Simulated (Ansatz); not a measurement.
Relaxation of the cluster Zn₃S₃⁻ with UKS B3LYP-D4/def2-SVPD.

```sh
$ ansatz run in.yaml --threads 4 --pin off --events-out ev --progress --plain --max-ram 4787MiB
```

```yaml
crystal:
  periodic: [false, false, false]
  atoms:
    - {symbol: Zn, position_ang: [-0.912500, 2.447360, -1.983560]}
    - {symbol: Zn, position_ang: [1.544470, -4.216340, 3.191700]}
    - {symbol: Zn, position_ang: [0.205850, -0.869950, 0.546350]}
    - {symbol: S, position_ang: [0.796350, -2.560310, 1.760080]}
    - {symbol: S, position_ang: [-1.466680, 4.154780, -3.081490]}
    - {symbol: S, position_ang: [-0.167500, 1.044460, -0.433090]}
basis:
  gaussian: {orbitals: def2-SVPD}
total_charge: -1
magnetization: {spin_polarized: true, initial_magnetization: 1}
hamiltonian: {xc: {name: B3LYP}, dispersion: d4}
scf: {lower_state_search: "off"}
output: {orbitals: {seedname: orbitals}}
relax: {f_tol: 0.02, max_steps: 100}
```

It took 3.1 min on 4 threads of Arm Neoverse V2 on a shared host, peak host memory 1.1 GiB.

Positions (Å) and forces (eV/Å) at steps 1, 2, 3, 4, 5, 6, 7, 8, 9, 10, 11, 12, 13, 16, 17 of 17:

```xyz
6
step=1 energy=-177746.1490 eV
Zn   -0.912    2.447   -1.984    0.132   -0.636    0.401
Zn    1.544   -4.216    3.192   -0.035    0.203   -0.083
Zn    0.206   -0.870    0.546   -0.032    0.162   -0.167
S     0.796   -2.560    1.760   -0.063   -0.238   -0.042
S    -1.467    4.155   -3.081   -0.130    0.308   -0.299
S    -0.168    1.044   -0.433    0.128    0.201    0.191
6
step=2 energy=-177746.2461 eV
Zn   -0.910    2.402   -1.946    0.017   -0.225    0.124
Zn    1.529   -4.177    3.164    0.013    0.148   -0.010
Zn    0.214   -0.846    0.533   -0.007    0.080   -0.086
S     0.755   -2.585    1.698   -0.116   -0.243   -0.115
S    -1.482    4.089   -3.110   -0.051   -0.001   -0.117
S    -0.105    1.117   -0.340    0.143    0.240    0.203
6
step=3 energy=-177746.3971 eV
Zn   -0.899    2.347   -1.892   -0.052    0.156   -0.086
Zn    1.532   -4.089    3.148    0.058    0.153    0.045
Zn    0.223   -0.815    0.518    0.045    0.067    0.026
S     0.662   -2.662    1.576   -0.211   -0.197   -0.263
S    -1.503    3.994   -3.145    0.039   -0.326    0.099
S    -0.014    1.225   -0.205    0.121    0.148    0.178
6
step=4 energy=-177746.5412 eV
Zn   -0.879    2.316   -1.843   -0.060    0.313   -0.145
Zn    1.548   -3.983    3.144    0.018    0.242   -0.037
Zn    0.237   -0.787    0.524    0.069    0.003    0.110
S     0.557   -2.760    1.444   -0.209   -0.050   -0.299
S    -1.523    3.909   -3.171    0.099   -0.485    0.237
S     0.059    1.305   -0.097    0.082   -0.023    0.135
6
step=5 energy=-177746.6785 eV
Zn   -0.844    2.310   -1.785   -0.044    0.213   -0.107
Zn    1.560   -3.842    3.123   -0.080    0.309   -0.191
Zn    0.256   -0.771    0.551    0.022   -0.136    0.083
S     0.450   -2.848    1.306   -0.084    0.087   -0.154
S    -1.535    3.810   -3.179    0.090   -0.392    0.209
S     0.112    1.340   -0.017    0.095   -0.081    0.160
6
step=6 energy=-177746.8138 eV
Zn   -0.799    2.284   -1.710    0.018    0.055    0.023
Zn    1.550   -3.657    3.062   -0.128    0.286   -0.252
Zn    0.244   -0.776    0.547    0.009   -0.063    0.041
S     0.363   -2.889    1.180   -0.001    0.015   -0.015
S    -1.533    3.680   -3.158    0.028   -0.217    0.076
S     0.175    1.358    0.078    0.075   -0.076    0.127
6
step=7 energy=-177746.9201 eV
Zn   -0.763    2.225   -1.639   -0.028    0.153   -0.071
Zn    1.513   -3.484    2.968   -0.075    0.197   -0.156
Zn    0.250   -0.765    0.556   -0.017   -0.039    0.001
S     0.294   -2.910    1.076   -0.012    0.057   -0.040
S    -1.529    3.553   -3.133    0.040   -0.235    0.100
S     0.236    1.382    0.172    0.093   -0.132    0.167
6
step=8 energy=-177747.0051 eV
Zn   -0.702    2.240   -1.541   -0.051    0.049   -0.099
Zn    1.484   -3.311    2.883   -0.032    0.119   -0.078
Zn    0.224   -0.778    0.533   -0.011    0.053   -0.025
S     0.235   -2.931    0.984   -0.033    0.012   -0.050
S    -1.540    3.399   -3.130    0.072   -0.180    0.150
S     0.300    1.381    0.271    0.054   -0.054    0.103
6
step=9 energy=-177747.0572 eV
Zn   -0.664    2.157   -1.473    0.046    0.080    0.066
Zn    1.449   -3.145    2.786   -0.005    0.047   -0.027
Zn    0.203   -0.754    0.498    0.018    0.090    0.030
S     0.171   -2.919    0.887   -0.035    0.011   -0.058
S    -1.525    3.249   -3.081    0.003   -0.118    0.017
S     0.366    1.412    0.383   -0.027   -0.110   -0.027
6
step=10 energy=-177747.0852 eV
Zn   -0.619    2.161   -1.404    0.024    0.010    0.041
Zn    1.426   -3.138    2.685   -0.006    0.015   -0.020
Zn    0.205   -0.684    0.530   -0.011    0.008   -0.010
S     0.116   -2.864    0.813   -0.007    0.036   -0.016
S    -1.532    3.050   -3.099   -0.004   -0.049   -0.005
S     0.404    1.475    0.475    0.004   -0.019    0.011
6
step=11 energy=-177747.0983 eV
Zn   -0.583    2.157   -1.351    0.019   -0.025    0.044
Zn    1.439   -3.149    2.571    0.002   -0.005   -0.003
Zn    0.185   -0.618    0.565   -0.010    0.060   -0.028
S     0.054   -2.801    0.768   -0.004   -0.001   -0.002
S    -1.512    2.871   -3.116   -0.008   -0.012   -0.020
S     0.418    1.540    0.564    0.002   -0.017    0.009
6
step=12 energy=-177747.1008 eV
Zn   -0.554    2.134   -1.292   -0.090    0.069   -0.187
Zn    1.450   -3.198    2.461   -0.046    0.048   -0.063
Zn    0.159   -0.525    0.574    0.034   -0.094    0.070
S    -0.001   -2.713    0.730    0.019    0.030    0.011
S    -1.490    2.677   -3.134    0.102   -0.070    0.203
S     0.437    1.625    0.661   -0.018    0.017   -0.033
6
step=13 energy=-177747.1026 eV
Zn   -0.539    2.125   -1.269   -0.058    0.006   -0.112
Zn    1.444   -3.148    2.392   -0.021   -0.039   -0.020
Zn    0.172   -0.510    0.618   -0.050    0.019   -0.055
S    -0.046   -2.698    0.687    0.062    0.047    0.062
S    -1.475    2.588   -3.125    0.068   -0.025    0.132
S     0.444    1.642    0.697   -0.001   -0.008   -0.007
6
step=16 energy=-177747.1060 eV
Zn   -0.544    2.119   -1.278   -0.004    0.004   -0.007
Zn    1.447   -3.194    2.384    0.004    0.000    0.002
Zn    0.164   -0.492    0.618   -0.001    0.010   -0.002
S    -0.033   -2.677    0.707   -0.004   -0.006   -0.001
S    -1.469    2.585   -3.126    0.006   -0.005    0.009
S     0.435    1.659    0.695   -0.001   -0.003    0.000
6
step=17 energy=-177747.1061 eV
Zn   -0.540    2.118   -1.272   -0.001    0.002   -0.003
Zn    1.450   -3.195    2.370    0.000    0.001   -0.002
Zn    0.159   -0.484    0.621    0.000   -0.001    0.001
S    -0.041   -2.670    0.704   -0.001   -0.002    0.001
S    -1.464    2.565   -3.126    0.002   -0.001    0.003
S     0.436    1.666    0.704   -0.001    0.001   -0.001
```

Another isomer (doublet) lies 1.39 eV lower at PBE0-D4/def2-TZVPD; other spin states weren't run for this one.
